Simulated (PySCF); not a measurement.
Job file and geometry (Å, from GFN2-xTB) of an NMR shielding run on SMILES C[C@H]1CCNN1[SiH](C)C, C$_{6}$H$_{16}$N$_{2}$Si, GIAO PBE0/pcSseg-1 NMR shielding, non-relativistic, gas phase in PySCF; density fitting, a coarse starting grid and PySCF grid level 2 are the driver's defaults:

```
$ OMP_NUM_THREADS=1 python probes_run.py task.json out

{"job": {"kind": "nmr", "xc": "PBE0", "basis": "pcSseg-1"}, "charge": 0, "multiplicity": 1}
C     -2.130467     0.746569     1.501887
C     -1.255527    -0.220166     0.704878
C     -1.997406    -0.823753    -0.508499
C     -1.127315    -0.384666    -1.702148
N     -0.390762     0.777988    -1.229568
N     -0.111430     0.482619     0.131279
Si     1.531279     0.191701     0.585773
C      2.156161    -1.595598     0.327925
C      2.586441     1.395274    -0.423392
H     -2.479352     1.557291     0.865597
H     -1.550185     1.174267     2.314942
H     -2.992836     0.228912     1.915950
H     -0.891227    -1.000467     1.377652
H     -2.079321    -1.906382    -0.442440
H     -3.000860    -0.404089    -0.588167
H     -0.394631    -1.159935    -1.944261
H     -1.704187    -0.146880    -2.595162
H     -1.004379     1.596690    -1.249545
H      1.560608     0.488380     2.029918
H      1.533550    -2.311589     0.858135
H      3.172051    -1.719102     0.690931
H      2.149493    -1.873160    -0.723271
H      2.431570     1.255055    -1.487588
H      3.640682     1.251157    -0.212504
H      2.337114     2.424028    -0.189187
```

Task: What does the program print?

Result: 
```
coarse grid: 20184 points
cycle   1  E = -636.5462689323  dE =  8.688e-01  |g| = 5.627e-01  |ddm| = 4.358e+00
cycle   2  E = -636.5392717884  dE =  6.997e-03  |g| = 5.889e-01  |ddm| = 1.042e+00
cycle   3  E = -636.6273150000  dE = -8.804e-02  |g| = 5.807e-02  |ddm| = 5.648e-01
cycle   4  E = -636.6278537069  dE = -5.387e-04  |g| = 2.717e-02  |ddm| = 7.499e-02
cycle   5  E = -636.6279960398  dE = -1.423e-04  |g| = 9.373e-03  |ddm| = 3.516e-02
cycle   6  E = -636.6280149597  dE = -1.892e-05  |g| = 1.268e-03  |ddm| = 9.388e-03
cycle   7  E = -636.6280152853  dE = -3.256e-07  |g| = 4.754e-04  |ddm| = 1.486e-03
final grid: 187112 points
cycle   8  E = -636.6783225654  dE = -5.559e-05  |g| = 1.019e-02  |ddm| = 3.744e-02
cycle   9  E = -636.6783130199  dE =  9.545e-06  |g| = 1.203e-02  |ddm| = 2.044e-02
cycle  10  E = -636.6783488287  dE = -3.581e-05  |g| = 9.638e-04  |ddm| = 1.154e-02
cycle  11  E = -636.6783490005  dE = -1.718e-07  |g| = 3.436e-04  |ddm| = 1.199e-03
cycle  12  E = -636.6783490254  dE = -2.497e-08  |g| = 7.070e-05  |ddm| = 3.661e-04
cycle  13  E = -636.6783490264  dE = -9.181e-10  |g| = 2.797e-05  |ddm| = 9.264e-05
converged SCF energy = -636.6783490264

GIAO shielding tensors (ppm)
atom      isotropic    diamagn.    paramagn.     s11        s22        s33       span
  0 C      162.207     246.725     -84.519    139.331    162.248    185.041     45.710
  1 C      130.905     243.477    -112.572     96.986    133.580    162.148     65.162
  2 C      145.861     253.703    -107.842    111.956    156.162    169.465     57.509
  3 C      131.652     247.762    -116.111     95.883    130.028    169.044     73.160
  4 N      162.421     317.696    -155.275     98.653    165.026    223.584    124.931
  5 N      157.340     328.847    -171.507     91.290    171.237    209.491    118.201
  6 Si     362.710     882.578    -519.869    319.853    358.037    410.238     90.385
  7 C      187.798     256.511     -68.712    175.447    192.621    195.327     19.880
  8 C      189.436     253.500     -64.064    180.099    192.945    195.264     15.165
  9 H       30.744      31.585      -0.841     26.694     29.618     35.922      9.228
 10 H       30.417      30.620      -0.203     25.337     28.859     37.054     11.717
 11 H       30.811      29.481       1.329     25.889     28.259     38.284     12.395
 12 H       28.263      33.622      -5.359     23.764     28.357     32.667      8.903
 13 H       29.465      31.971      -2.506     25.823     26.710     35.861     10.037
 14 H       30.443      32.634      -2.191     25.115     29.486     36.729     11.615
 15 H       29.218      32.187      -2.969     24.241     27.982     35.431     11.190
 16 H       28.705      30.440      -1.735     24.015     26.391     35.708     11.693
 17 H       28.689      34.898      -6.208     21.269     26.965     37.834     16.565
 18 H       26.739      31.636      -4.897     22.974     25.620     31.623      8.649
 19 H       31.500      33.265      -1.764     26.574     30.577     37.351     10.777
 20 H       31.954      29.856       2.099     27.217     28.757     39.888     12.671
 21 H       31.878      33.151      -1.273     28.011     30.350     37.273      9.262
 22 H       30.884      32.190      -1.306     26.146     30.393     36.111      9.965
 23 H       31.954      29.092       2.862     27.062     28.967     39.833     12.771
 24 H       31.424      31.275       0.148     26.590     28.995     38.686     12.096
```

Task: Turn these shieldings into chemical shifts. Shifts are taken against calculated references (same method and geometry level): ¹³C (σ = 186.93 ppm) and ²⁹Si (σ = 349.16 ppm) and ¹H (σ = 31.72 ppm) vs TMS; ¹⁵N (σ = 267.73 ppm) vs NH3.

Result: Averaging equivalent atoms: C 1: 56.0; C 3: 55.3; C 2: 41.1; C 0: 24.7; C 7: -0.9; C 8: -2.5; N 5: 110.4; N 4: 105.3; Si 6: -13.6; H 18: 4.98; H 12: 3.45; H 17: 3.03; H 16: 3.01; H 15: 2.50; H 13: 2.25; H 14: 1.27; H 9/10/11: 1.06; H 22/23/24: 0.30; H 19/20/21: -0.06 ppm. Experimental scales use liquid or dissolved standards, which lie at an offset from isolated NH3 (liquid NH3: subtract about 20 ppm).

Size and cost of the density-fitted run: 240 basis functions, about 2.5 core-minutes.
